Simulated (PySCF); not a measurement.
Radial density of Mn²⁺ (manganese, charge +2)

revPBE, [Ar] 3d4 4p1, one real determinant (an excited configuration). Computed with PySCF 2.14 in aug-cc-pwCVTZ-DK with one added diffuse shell each of s, p, d, f, g type (11s10p8d5f4g, 152 functions), with the spin-free X2C one-electron Hamiltonian (Gaussian nucleus).

| r (bohr) | 4πr²ρ (e/bohr) | 4πr²(ρα − ρβ) |
| --- | --- | --- |
| 0.00108 | 0.2153 | 0.0000 |
| 0.00182 | 0.5448 | 0.0000 |
| 0.00306 | 1.350 | 0.0000 |
| 0.00515 | 3.226 | -0.0001 |
| 0.00867 | 7.252 | -0.0002 |
| 0.0146 | 14.62 | -0.0005 |
| 0.0245 | 24.45 | -0.0008 |
| 0.0413 | 30.09 | 0.0004 |
| 0.0694 | 25.44 | 0.0087 |
| 0.117 | 24.91 | 0.0476 |
| 0.196 | 33.23 | 0.2710 |
| 0.330 | 18.63 | 1.2980 |
| 0.555 | 12.66 | 3.3115 |
| 0.934 | 12.25 | 3.3658 |
| 1.57 | 2.704 | 1.3869 |
| 2.64 | 0.5868 | 0.5673 |
| 4.45 | 0.1009 | 0.1009 |
| 7.48 | 0.0006583 | 0.0007 |

Densities and radii are taken from the X2C orbitals without a picture-change correction, which distorts them close to the nucleus.

⟨L²⟩ = 8.01 against 12 for a pure F term, so this real determinant mixes terms.
